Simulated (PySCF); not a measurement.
Excitation energy of Ga by level of theory

Ga [Ar] 3d10 4s2 4p1 (2P) → Ga [Ar] 3d10 4s2 5s1 (2S), as a difference of total energies. Computed with PySCF 2.14 in aug-cc-pVTZ-PP with one added diffuse shell each of s, d, f type with ECP10MDF (7s5p5d3f, 68 functions), with scalar relativity through the core potential. Correlated levels: valence: 3s2 3p6 3d10 frozen. The calculations carry no spin-orbit coupling.

```json
{"method": "UHF", "excitation energy (cm⁻¹)": "22695", "error (cm⁻¹)": "-1543"}
{"method": "MP2 (valence)", "excitation energy (cm⁻¹)": "23427", "error (cm⁻¹)": "-810"}
{"method": "SCS-MP2 (valence)", "excitation energy (cm⁻¹)": "23418", "error (cm⁻¹)": "-820"}
{"method": "CCSD (valence)", "excitation energy (cm⁻¹)": "23709", "error (cm⁻¹)": "-529"}
{"method": "CCSD(T) (valence)", "excitation energy (cm⁻¹)": "23776", "error (cm⁻¹)": "-461"}
```

Reference: 24238 cm⁻¹ (measured; NIST levels, between the centres of gravity of the two terms).

Errors of the correlated levels include the incompleteness of this basis and the frozen core.
